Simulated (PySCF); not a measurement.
An unknown gives this computed stick spectrum. Level of theory: PySCF, TDDFT PBE0/def2-SVPD, vertical, gas phase, core orbitals frozen in the response. Geometries: GFN2-xTB, one conformer each.

```csv
state,λ (nm),f
S1,256.6,0.0006
S2,234.0,0.0041
S3,221.8,0.0021
S4,212.9,0.015
S5,202.3,0.019
S6,194.6,0.0022
S7,188.2,0.015
S8,182.9,0.0011
```

Triplets computed (Tamm–Dancoff): 4.78, 5.21, 5.38 eV.

Orbital energies (eV): HOMO-3 -9.84, HOMO-2 -9.21, HOMO-1 -7.88, HOMO -6.64, LUMO -0.78, LUMO+1 -0.29, LUMO+2 0.23.

**Question.** Which structure fits? All have the formula C3H9N3Si2.
A. `N#C[C@@H]1C[Si@@H](N)N[SiH2]1`
B. `N#C[C@@H]1C[Si@H]1[SiH](N)N`
C. `N#C[Si@@H]1NCCN1[SiH3]`
D. `[Si@H]1(N[SiH2]N(C)C1)C#N`
E. `N#C[C@@H]1C[Si@@H]1[SiH](N)N`

**Answer.** D. Its S1, at 4.83 eV, is the lowest among the candidates; the nearest of the others has S1 at 5.12 eV. S1 is HOMO→LUMO (98%). Löwdin shares by element: HOMO nitrogen 54% or more, carbon 17% or more, silicon 8% or more (atoms not listed hold the other 21%); LUMO nitrogen 26% or more, silicon 24% or more, carbon 22% or more (atoms not listed hold the other 28%). At the same level the other candidates give, for their lowest levels:
- `N#C[C@@H]1C[Si@@H]1[SiH](N)N`: 232 nm (f 0.004); 227 nm (f 0.168); 220 nm (f 0.002); 214 nm (f 0.007); 207 nm (f 0.009); T1 4.24 eV; HOMO -7.23, LUMO -0.98 eV
- `N#C[C@@H]1C[Si@H]1[SiH](N)N`: 233 nm (f 0.196); 225 nm (f 0.027); 222 nm (f 0.022); 213 nm (f 0.001); 206 nm (f 0.004); T1 4.11 eV; HOMO -7.18, LUMO -1.10 eV
- `N#C[C@@H]1C[Si@@H](N)N[SiH2]1`: 197 nm (f 0.011); 189 nm (f 0.023); 185 nm (f 0.014); 181 nm (f 0.004); 175 nm (f 0.002); T1 6.00 eV; HOMO -7.69, LUMO -0.05 eV
- `N#C[Si@@H]1NCCN1[SiH3]`: 242 nm (f 0.011); 225 nm (f 0.007); 217 nm (f 0.002); 202 nm (f 0.001); 196 nm (f 0.004); T1 4.89 eV; HOMO -7.14, LUMO -0.82 eV
